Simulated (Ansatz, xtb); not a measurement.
Two isomers of C4H3NO2

Structure a is `N#C[C@@H]1O[C@@H]1C=O`, a singlet and structure b is `N#C[C@@]1(C=O)CO1`, a singlet. Both are isolated molecules in the gas phase, relaxed with B3LYP/def2-SVP; the shapes shown needn't be the lowest conformers.

a (Å):

```xyz
10

C    -3.6585    1.2877   -0.3320
C    -2.6197    0.2811   -0.1732
C    -1.3185    0.3601   -0.8968
C    -1.0100    1.5181   -1.8071
N    -4.5073    2.0668   -0.4518
O    -1.4337    0.6654    0.4867
O    -0.4477    1.3764   -2.8605
H    -3.0036   -0.7188    0.0721
H    -0.8156   -0.5817   -1.1540
H    -1.3388    2.5148   -1.4191
```

b (Å):

```yaml
atoms:
  - { symbol: C, position_ang: [-2.1814, -1.7934, 0.8243] }
  - { symbol: C, position_ang: [-2.0148, -0.3810, 0.5219] }
  - { symbol: C, position_ang: [-0.5949, 0.1261, 0.3717] }
  - { symbol: C, position_ang: [-3.0929, 0.3553, -0.1973] }
  - { symbol: N, position_ang: [-2.3117, -2.9191, 1.0619] }
  - { symbol: O, position_ang: [0.3694, -0.5795, 0.2812] }
  - { symbol: O, position_ang: [-2.8918, 0.5307, 1.1830] }
  - { symbol: H, position_ang: [-0.5466, 1.2451, 0.3537] }
  - { symbol: H, position_ang: [-2.8162, 1.2019, -0.8403] }
  - { symbol: H, position_ang: [-3.9867, -0.2073, -0.4940] }
```

Quicker runs give these differences E(b) − E(a): GFN2-xTB +1.32 kcal/mol; HF/STO-3G +0.34 kcal/mol (at GFN2-xTB geometries); r2SCAN-D4/def2-SVP −0.03 kcal/mol (at GFN2-xTB geometries).

Q: Estimate E(b) − E(a) at the level CCSD(T)/def2-SVP + ΔMP2/def2-TZVPP.

A: CCSD(T)/def2-SVP + ΔMP2/def2-TZVPP gives E(b) − E(a) = +0.35 kcal/mol, slightly favouring structure a, which is too small a margin to settle the true order.

How the difference moves with the method:

| level | geometry | E(b) − E(a) (kcal/mol) | departure from the last row (kcal/mol) | job, with rough time for the two |
| --- | --- | --- | --- | --- |
| GFN2-xTB | GFN2-xTB | +1.32 | +0.97 | optimisation, 0.27 s |
| HF/STO-3G | GFN2-xTB | +0.34 | −0.01 | single point, 0.32 s |
| r2SCAN-D4/def2-SVP | GFN2-xTB | −0.03 | −0.37 | single point, 2.7 s |
| B3LYP/def2-SVP | B3LYP/def2-SVP | +0.31 | −0.04 | optimisation, 40 s |
| HF/def2-SVP | B3LYP/def2-SVP | +0.53 | +0.18 | part of the CCSD(T) run |
| MP2/def2-SVP | B3LYP/def2-SVP | −1.25 | −1.59 | part of the CCSD(T) run |
| CCSD(T)/def2-SVP | B3LYP/def2-SVP | −0.89 | −1.24 | single point |
| CCSD(T)/def2-SVP + ΔMP2/def2-TZVPP | B3LYP/def2-SVP | +0.35 |  | single point, 33 s |

As drawn, both hold the same kinds of bond in the same numbers.

The largest departure from CCSD(T)/def2-SVP + ΔMP2/def2-TZVPP is that of MP2/def2-SVP, 1.59 kcal/mol. The last row adds to CCSD(T) the change of the MP2 difference between the two basis sets, here +1.24 kcal/mol.

With thermal terms from frequencies at re-optimised GFN2-xTB minima (ideal gas, soft modes damped towards free rotors, one conformer each, 298.15 K, 1 atm): the zero-point term adds −0.08 kcal/mol; ΔH is +0.33 and ΔG +0.30 kcal/mol.

The correlated steps freeze 7 core orbitals. Run with Ansatz 0.2.0, xtb 6.7.1; the last row on 2 threads of Intel(R) Xeon(R) 6975P-C (Granite Rapids) on a shared host.
